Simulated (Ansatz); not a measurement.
A run for Ansatz (a quantum-chemistry and plane-wave program): U-r2SCAN/cc-pVTZ on BF2H (SMILES FBF), a point of a bond scan (R = 1.187 Å).

Ansatz 0.2 input:
```yaml
crystal:
  periodic: [false, false, false]
  atoms:
    - {symbol: B, position_ang: [-0.23542436, -0.38535740, 0.08189990]}
    - {symbol: H, position_ang: [-0.84419732, -1.38183527, 0.29368107]}
    - {symbol: F, position_ang: [0.89919528, -0.13880538, 0.70491879]}
    - {symbol: F, position_ang: [-0.67460427, 0.50643007, -0.78304996]}
basis:
  gaussian:
    orbitals: cc-pVTZ
hamiltonian:
  xc: {name: r2SCAN}
magnetization: {spin_polarized: true, initial_magnetization: 0}
```

Task: What total energy does the run end on?

Result: -225.2383 hartree.
